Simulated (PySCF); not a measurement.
A geometry optimisation, step by step.

Species: MoSe₄ (charge -2 and singlet state).
Numbering: `[Se:1]=[Mo:2](=[Se:3])([Se-:4])[Se-:5]`
Bond orders are those of one Lewis drawing.
The ion is multiply charged and has no counter-ions or solvent; whether it holds all its electrons wasn't checked.

Method: PySCF 2.14.0, PBE0-D3(BJ)/def2-SVP geometry optimisation, gas phase, def2 core potentials past Kr; density fitting, grid level 1; the optimiser is geomeTRIC in internal coordinates, started from a GFN2-xTB structure with every atom displaced at random (about 0.01 Å). The frame can shift and turn from step to step; on so coarse a grid that alone can change the energy by a few meV, and forces under 0.02 eV/Å are noise.

Step 0: E = -263197.6795 eV, largest atomic force 1.126 eV/Å
```
atom  x, y, z in Å  |  force x, y, z in eV/Å
Se1     0.097   -0.016    2.302   -0.023   0.021   0.383
Mo2    -0.004   -0.004   -0.006    0.595   0.354   0.202
Se3    -0.350    2.146   -0.778   -0.075   0.430  -0.124
Se4    -1.698   -1.341   -0.713   -0.824  -0.700  -0.314
Se5     1.988   -0.819   -0.843    0.328  -0.105  -0.148
```

Step 1: E = -263197.7158 eV, largest atomic force 0.275 eV/Å
```
atom  x, y, z in Å  |  force x, y, z in eV/Å
Se1     0.053   -0.002    2.264    0.011   0.014  -0.108
Mo2    -0.029   -0.001   -0.064   -0.155  -0.071  -0.070
Se3    -0.480    2.156   -0.831   -0.034  -0.124   0.056
Se4    -1.713   -1.460   -0.776    0.228   0.144   0.058
Se5     2.012   -0.726   -0.915   -0.049   0.038   0.064
```

Step 2: E = -263197.7174 eV, largest atomic force 0.076 eV/Å
```
atom  x, y, z in Å  |  force x, y, z in eV/Å
Se1     0.050    0.002    2.254   -0.002   0.005   0.064
Mo2    -0.032   -0.002   -0.066   -0.004  -0.008  -0.012
Se3    -0.511    2.142   -0.827   -0.060   0.043  -0.016
Se4    -1.681   -1.470   -0.782   -0.006  -0.050  -0.028
Se5     2.017   -0.705   -0.900    0.073   0.009  -0.008
```

Step 3: E = -263197.7161 eV, largest atomic force 0.109 eV/Å
```
atom  x, y, z in Å  |  force x, y, z in eV/Å
Se1     0.042    0.006    2.254   -0.017  -0.003   0.032
Mo2    -0.032   -0.002   -0.068    0.082   0.039   0.031
Se3    -0.558    2.131   -0.827   -0.036   0.021  -0.017
Se4    -1.646   -1.497   -0.794   -0.058  -0.085  -0.037
Se5     2.037   -0.671   -0.887    0.029   0.028  -0.009
```

Step 4: E = -263197.7160 eV, largest atomic force 0.045 eV/Å
```
atom  x, y, z in Å  |  force x, y, z in eV/Å
Se1     0.031    0.007    2.256   -0.016  -0.005   0.004
Mo2    -0.030   -0.003   -0.067    0.036   0.019   0.019
Se3    -0.601    2.120   -0.828   -0.005  -0.002  -0.007
Se4    -1.615   -1.526   -0.804   -0.021  -0.038  -0.009
Se5     2.057   -0.631   -0.878    0.007   0.027  -0.007
```

Step 5: E = -263197.7165 eV, largest atomic force 0.025 eV/Å
```
atom  x, y, z in Å  |  force x, y, z in eV/Å
Se1     0.030    0.006    2.257   -0.012  -0.004   0.000
Mo2    -0.029   -0.003   -0.067    0.018   0.010   0.010
Se3    -0.599    2.119   -0.829   -0.007  -0.005  -0.003
Se4    -1.616   -1.527   -0.803   -0.004  -0.024  -0.006
Se5     2.057   -0.629   -0.879    0.005   0.022  -0.001
```

Step 6: E = -263197.7169 eV, largest atomic force under 0.02 eV/Å
```
atom  x, y, z in Å  |  force x, y, z in eV/Å
Se1     0.028    0.005    2.257   -0.006  -0.001   0.001
Mo2    -0.029   -0.003   -0.067    0.000   0.000   0.000
Se3    -0.597    2.119   -0.829   -0.013  -0.003   0.000
Se4    -1.617   -1.528   -0.802    0.013  -0.011  -0.005
Se5     2.058   -0.627   -0.881    0.006   0.015   0.004
```

Step 7: E = -263197.7169 eV, largest atomic force under 0.02 eV/Å
```
atom  x, y, z in Å  |  force x, y, z in eV/Å
Se1     0.028    0.005    2.257   -0.006  -0.001   0.000
Mo2    -0.029   -0.003   -0.067    0.000   0.000   0.000
Se3    -0.597    2.119   -0.829   -0.013  -0.003   0.000
Se4    -1.617   -1.528   -0.802    0.013  -0.010  -0.005
Se5     2.058   -0.627   -0.881    0.006   0.015   0.004
```

**Question.** Summarise the path.

**Answer.** The energy falls by 3.61 kJ/mol from step 0 to step 7; nine tenths of that is first reached at step 1. It rises by more than 0.2 meV at step 3. The largest force goes from 1.126 to under 0.02 eV/Å. Among the bonds Mo2–Se4 changes most, from 2.271 to 2.321 Å; the atoms move by 0.027 Å rms after alignment.

**Question.** Follow the three bonds and two angles with the largest change from start to end.

**Answer.** 
| step | E above end (kJ/mol) | largest force (eV/Å) | Mo2–Se4 (Å) | Mo2=Se3 (Å) | Mo2–Se5 (Å) | Se1–Mo2–Se3 (°) | Se3–Mo2–Se5 (°) |
| --- | --- | --- | --- | --- | --- | --- | --- |
| 0 | 3.61 | 1.126 | 2.271 | 2.310 | 2.310 | 110.2 | 109.7 |
| 1 | 0.10 | 0.275 | 2.338 | 2.334 | 2.327 | 109.6 | 109.7 |
| 2 | -0.05 | 0.076 | 2.321 | 2.324 | 2.321 | 109.4 | 110.1 |
| 3 | 0.07 | 0.109 | 2.316 | 2.325 | 2.324 | 109.3 | 110.5 |
| 4 | 0.08 | 0.045 | 2.319 | 2.326 | 2.325 | 109.2 | 110.7 |
| 5 | 0.04 | 0.025 | 2.320 | 2.326 | 2.325 | 109.3 | 110.6 |
| 6 | 0.00 | under 0.02 | 2.321 | 2.325 | 2.325 | 109.3 | 110.4 |
| 7 | 0.00 | under 0.02 | 2.321 | 2.325 | 2.325 | 109.3 | 110.4 |

The cost below is that of the whole optimisation. The run took 3.5 min on one thread of an Arm Neoverse V1, shared host with 32 logical CPUs at a one-minute load of 21, and the process peaked at 0.96 GiB of memory.
